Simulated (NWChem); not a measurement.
**Correlation energy of Sb**

```xyz
1

Sb     0.0000     0.0000     0.0000
```
Charge 0, spin multiplicity 4.

Program: NWChem.

Basis set: def2-SVP. Each correlation energy counts from its own Hartree-Fock reference.

Effective core potentials replace the inner electrons of Sb; spin-orbit coupling is left out. The correlated methods keep 4 core orbitals frozen. No SCF solution was tested for a lower state. Open-shell Hartree-Fock references start from PBE0 orbitals. Coupled-cluster values serve here as a point of comparison, not as the truth.

```json
[
 {"method": "UMP2", "correlation energy (mHa)": "-65.3"},
 {"method": "SCS-UMP2", "correlation energy (mHa)": "(withheld)"},
 {"method": "CCSD on UHF", "correlation energy (mHa)": "(withheld)"},
 {"method": "CCSD[T] on UHF", "correlation energy (mHa)": "-79.1"},
 {"method": "CCSD(T) on UHF", "correlation energy (mHa)": "-79.1"},
 {"method": "CCSD on ROHF", "correlation energy (mHa)": "(withheld)"},
 {"method": "CCSD[T] on ROHF", "correlation energy (mHa)": "-80.7"},
 {"method": "CCSD(T) on ROHF", "correlation energy (mHa)": "-80.7"},
 {"method": "CCSDT on ROHF", "correlation energy (mHa)": "-80.7"}
]
```

**Question.** Some entries are withheld; supply them.

**Answer.** 
- SCS-UMP2, correlation energy (mHa): -60.8
- CCSD on UHF, correlation energy (mHa): -77.9
- CCSD on ROHF, correlation energy (mHa): -79.4
